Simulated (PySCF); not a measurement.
# Spinor energies of As²³⁺ (arsenic, charge +23)

Start: [Ne]. Calculated with PySCF 2.14 in an uncontracted even-tempered set (18 s from 6.6 bohr⁻², ratio 2.4; 12 p from 8.6 bohr⁻², ratio 2.4; 5 d from 37 bohr⁻², ratio 2.6; 5 f from 56 bohr⁻², ratio 2.6): generalised Hartree-Fock with the X2C-1e Hamiltonian and a Gaussian nucleus; one run each with spin-orbit coupling (SO) switched off, then screened by Boettger's factors.

| spinor shell | electrons | ε, spin-free (eV) | ε, screened SO (eV) | weight of nominal j (screened SO) | rms radius, screened SO (bohr) |
| --- | --- | --- | --- | --- | --- |
| 1s1/2 | 2 | -12993.7 | -12993.4 | 1.000 | 0.0524 |
| 2s1/2 | 2 | -2558.8 | -2558.7 | 1.000 | 0.215 |
| 2p1/2 | 2 | -2370.2 | -2396.3 | 1.000 | 0.189 |

(1) Where does 2p3/2 lie, and what is the 2p spin-orbit splitting (screened SO)?

```csv
quantity,spin-free,screened SO
E (hartree),-1927.73960,-1927.82734
M_J,0,0
⟨J²⟩,0.000,0.000
⟨L²⟩,0.000,0.001
⟨S²⟩,0.000,0.001
```

Without spin-orbit coupling the j labels of p, d and f shells carry no meaning; the spin-free column gives the mean over the occupied spinors of each nl shell.

## Answers

(1) At -2357.7 eV, 38.637 eV above 2p1/2.
